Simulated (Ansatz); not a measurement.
C$_{2}$H$_{7}$BN, SMILES `[CH2]B(C)N` radical, relaxed with UKS PBE-D4/def2-SVP in Ansatz from a rough embedded geometry. The force threshold is 0.03 eV/Å; the program also tests the step.

Total charge 0; spin multiplicity 2.

Start:

```xyz
11

C     0.332   -1.419    0.438
B     0.033    0.005   -0.030
C    -0.755    0.981    0.922
N     0.433    0.460   -1.459
H    -0.073   -2.206   -0.236
H     1.466   -1.623    0.499
H    -0.251    1.143    1.839
H    -1.805    0.526    1.107
H    -0.966    1.955    0.432
H     1.507    0.369   -1.426
H     0.078   -0.190   -2.086
```

Task: By how much does the energy fall, and how many steps does the optimiser take? (Estimate.)

Result: The calculation gave: 1.95 eV, in 14 steps.

Task: Which bonds change most? (Estimate.)

Result: Computed: B2–N4 from 1.552 to 1.418 Å; N4–H10 from 1.079 to 1.021 Å; C3–H7 from 1.059 to 1.112 Å; N4–H11 from 0.970 to 1.021 Å.

Task: Give the relaxed structure. (Estimate.)

Result: The calculation gave: 
```xyz
11

C     0.307   -1.558    0.286
B     0.065   -0.088   -0.134
C    -0.513    0.987    0.886
N     0.367    0.292   -1.466
H     0.706   -2.330   -0.398
H     0.095   -1.933    1.303
H     0.129    1.057    1.791
H    -1.515    0.676    1.253
H    -0.613    2.009    0.465
H     0.236    1.240   -1.820
H     0.735   -0.354   -2.165
```
